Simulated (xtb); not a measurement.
C3H10OSi, charge +1, doublet, from a rough starting geometry (a state made from the parent by changing its charge; the spin is typed, not shown lowest); xtb with GFN2-xTB.

Input for xtb:
```
$ xtb mol.xyz --gfn 2 --chrg 1 --uhf 1 --opt vtight --json

# file mol.xyz
15

C     -0.24222620     1.21792848    -1.30552068
Si    -0.23445475     0.09965369     0.22532003
C     -0.93480893    -1.56489825    -0.13704332
C      1.68865715    -0.11191839     0.79763214
O     -1.12894051     0.73467154     1.45245981
H      0.35435605     0.82064530    -2.14612909
H      0.20201205     2.29651870    -1.04236862
H     -1.24472324     1.40188867    -1.63293265
H     -0.95115644    -2.23870440     0.70523215
H     -0.45306791    -2.09642326    -0.98832463
H     -2.00995402    -1.44944253    -0.48740941
H      2.31148736    -0.60410951    -0.04066953
H      2.13445067     0.85902224     1.04862197
H      1.68321408    -0.74850203     1.66695876
H     -0.91164493     1.54426359     1.79701591
```

Q: Write the output that xtb gives for this input, abridged.

A: 
```
   ID    Z sym.   atoms
    1    6 C      1, 3, 4
    2   14 Si     2
    3    8 O      5
    4    1 H      6-15

           -------------------------------------------------
          |                Calculation Setup                |
           -------------------------------------------------

           -------------------------------------------------
          |                 G F N 2 - x T B                 |
           -------------------------------------------------

          ...................................................
          :                      SETUP                      :
          :.................................................:
          :  # basis functions                  36          :
          :  # atomic orbitals                  35          :
          :  # shells                           21          :
          :  # electrons                        31          :
          :  max. iterations                   250          :
          :  Hamiltonian                  GFN2-xTB          :
          :  restarted?                      false          :
          :  GBSA solvation                  false          :
          :  PC potential                    false          :
          :  electronic temp.          300.0000000     K    :
          :  accuracy                    1.0000000          :
          :  -> integral cutoff          0.2500000E+02      :
          :  -> integral neglect         0.1000000E-07      :
          :  -> SCF convergence          0.1000000E-05 Eh   :
          :  -> wf. convergence          0.1000000E-03 e    :
          :  Broyden damping             0.4000000          :
          :  net charge                          1          :
          :  unpaired electrons                  1          :
          ...................................................

 iter      E             dE          RMSdq      gap      omega  full diag
   1    -16.9332062 -0.169332E+02  0.452E+00    8.15       0.0  T
   2    -16.9580717 -0.248654E-01  0.298E+00    6.78       1.0  T
   3    -16.9928354 -0.347637E-01  0.243E+00    6.95       1.0  T
   4    -17.0330966 -0.402612E-01  0.119E+00    7.28       1.0  T
   5    -17.0345216 -0.142499E-02  0.115E+00    7.23       1.0  T
   6    -17.0415628 -0.704123E-02  0.852E-01    7.25       1.0  T
   7    -17.0409033  0.659492E-03  0.422E-01    7.38       1.0  T
   8    -17.0421317 -0.122835E-02  0.548E-01    7.20       1.0  T
   9    -17.0439614 -0.182968E-02  0.190E-01    7.26       1.0  T
  10    -17.0437934  0.167928E-03  0.217E-01    7.25       1.0  T
  11    -17.0440545 -0.261071E-03  0.888E-02    7.27       1.0  T
  12    -17.0441090 -0.545275E-04  0.830E-03    7.27       3.1  T
  13    -17.0441085  0.495801E-06  0.128E-02    7.28       2.0  T
  14    -17.0441097 -0.114571E-05  0.392E-03    7.27       6.6  T
  15    -17.0441097 -0.524415E-07  0.282E-03    7.27       9.2  T
  16    -17.0441098 -0.546962E-07  0.562E-04    7.27      45.9  T
  17    -17.0441098 -0.208729E-08  0.189E-04    7.27     136.5  T

   *** convergence criteria satisfied after 17 iterations ***

         :::::::::::::::::::::::::::::::::::::::::::::::::::::
         ::                     SUMMARY                     ::
         :::::::::::::::::::::::::::::::::::::::::::::::::::::
         :: total energy             -16.838400153028 Eh    ::
         :: gradient norm              0.144498178887 Eh/a0 ::
         :: HOMO-LUMO gap              7.274801427969 eV    ::
         ::.................................................::
         :: SCC energy               -17.044074131194 Eh    ::
         :: -> isotropic ES            0.117183321928 Eh    ::
         :: -> anisotropic ES         -0.008456576253 Eh    ::
         :: -> anisotropic XC          0.011299459612 Eh    ::
         :: -> dispersion             -0.006962286716 Eh    ::
         :: repulsion energy           0.205673978166 Eh    ::
         :: add. restraining           0.000000000000 Eh    ::
[...]
 * total energy  :   -16.8597666 Eh     change       -0.2113028E-06 Eh
 * total energy  :   -16.8597669 Eh     change       -0.3270274E-06 Eh
 * total energy  :   -16.8597672 Eh     change       -0.3180257E-06 Eh
 * total energy  :   -16.8597674 Eh     change       -0.2100352E-06 Eh
 * total energy  :   -16.8597676 Eh     change       -0.2128267E-06 Eh
 * total energy  :   -16.8597679 Eh     change       -0.2908790E-06 Eh
 * total energy  :   -16.8597683 Eh     change       -0.3947578E-06 Eh
 * total energy  :   -16.8597688 Eh     change       -0.4638870E-06 Eh
 * total energy  :   -16.8597693 Eh     change       -0.4929369E-06 Eh
 * total energy  :   -16.8597697 Eh     change       -0.4534913E-06 Eh
 * total energy  :   -16.8597699 Eh     change       -0.2086993E-06 Eh
 * total energy  :   -16.8597700 Eh     change       -0.9438484E-07 Eh
   *** GEOMETRY OPTIMIZATION CONVERGED AFTER 36 ITERATIONS ***
         :: total energy             -16.859770040224 Eh    ::
[...]
        25                          0.0136745               0.3721
        26                          0.0327378               0.8908
        27                          0.0401250               1.0919
       ...                                ...                  ...
        35                          0.6990965              19.0234
      -------------------------------------------------------------
                  HL-Gap            0.2493059 Eh            6.7840 eV
             Fermi-level           -0.5234944 Eh          -14.2450 eV

     #   Z          covCN         q      C6AA      α(0)
     1   6 C        3.635    -0.170    24.245     7.085
     2  14 Si       3.367     0.612   107.262    20.569
     3   6 C        3.652    -0.219    25.220     7.212
     4   6 C        3.634    -0.166    24.183     7.077
     5   8 O        1.576    -0.387    20.646     6.131
     6   1 H        0.925     0.106     1.727     2.055
     7   1 H        0.925     0.108     1.715     2.048
     8   1 H        0.925     0.108     1.711     2.045
     9   1 H        0.925     0.110     1.696     2.036
    10   1 H        0.925     0.096     1.826     2.113
    11   1 H        0.925     0.110     1.697     2.037
    12   1 H        0.925     0.107     1.719     2.050
    13   1 H        0.925     0.108     1.712     2.046
    14   1 H        0.925     0.109     1.707     2.043
    15   1 H        0.806     0.368     0.548     1.163

 Mol. C6AA /au·bohr⁶  :       1757.284040
 Mol. C8AA /au·bohr⁸  :      52390.130826
 Mol. α(0) /au        :         67.713158

Wiberg/Mayer (AO) data.
largest (>0.10) Wiberg bond orders for each atom

 ---------------------------------------------------------------------------
     #   Z sym  total        # sym  WBO       # sym  WBO       # sym  WBO
 ---------------------------------------------------------------------------
     1   6 C    3.854 --     6 H    0.979     7 H    0.973     8 H    0.963
                             2 Si   0.672     4 C    0.148
     2  14 Si   3.816 --     5 O    1.362     3 C    0.977     1 C    0.672
                             4 C    0.655
     3   6 C    3.985 --     2 Si   0.977    10 H    0.965     9 H    0.948
                            11 H    0.947
     4   6 C    3.838 --    12 H    0.979    13 H    0.974    14 H    0.966
                             2 Si   0.655     1 C    0.148
     5   8 O    2.346 --     2 Si   1.362    15 H    0.832
     6   1 H    0.989 --     1 C    0.979
     7   1 H    0.988 --     1 C    0.973
     8   1 H    0.988 --     1 C    0.963
     9   1 H    0.988 --     3 C    0.948
    10   1 H    0.991 --     3 C    0.965
    11   1 H    0.988 --     3 C    0.947
    12   1 H    0.988 --     4 C    0.979
    13   1 H    0.988 --     4 C    0.974
    14   1 H    0.988 --     4 C    0.966
    15   1 H    0.865 --     5 O    0.832
 ---------------------------------------------------------------------------

Topologies differ in total number of bonds
Writing topology from bond orders to xtbtopo.mol

molecular dipole:
                 x           y           z       tot (Debye)
 q only:        0.102       0.548       0.262
   full:        0.298       0.709       0.187       2.012
molecular quadrupole (traceless):
                xx          xy          yy          xz          yz          zz
 q only:       -1.582       0.124       2.133       0.578       1.892      -0.550
  q+dip:       -2.441       0.132       3.161       0.904       2.804      -0.720
   full:       -2.209      -0.519       2.618       1.725       2.078      -0.410

optimized geometry written to: xtbopt.xyz

           -------------------------------------------------
          | TOTAL ENERGY              -16.859770040224 Eh   |
          | GRADIENT NORM               0.000051236628 Eh/α |
          | HOMO-LUMO GAP               6.783958029402 eV   |
           -------------------------------------------------

normal termination of xtb
```
